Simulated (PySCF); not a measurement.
Computed shifts of a molecule C5H12Si, PBE0/pcSseg-1 (PySCF), GIAO, gas phase, atoms alike by connectivity averaged where their shifts nearly agree, in ppm (number of nuclei): ¹³C: 23.5 (1), 21.7 (1), 21.0 (1), 18.2 (1), 6.2 (1). ²⁹Si: -44.7 (1). ¹H: 4.28 (3), 1.67 (3), 1.61 (3), 1.19 (1), 1.19 (1), 0.48 (1). References: ¹³C against TMS (σ = 186.3 ppm); ²⁹Si against TMS (σ = 352.7 ppm); ¹H against TMS (σ = 31.56 ppm), references at their B3LYP-D3(BJ)/def2-TZVP geometries, non-relativistic. Coordinates come from a PBE-D3(BJ)/def2-SVP optimisation. Other conformers were not sampled.

Task: Which structure fits?
A) C=C[Si](C)(C)C
B) C/C=C/CC[SiH3]
C) C=CCCC[SiH3]
D) C[C@@H]1C[C@@]1(C)[SiH3]

Result: D, C[C@@H]1C[C@@]1(C)[SiH3]
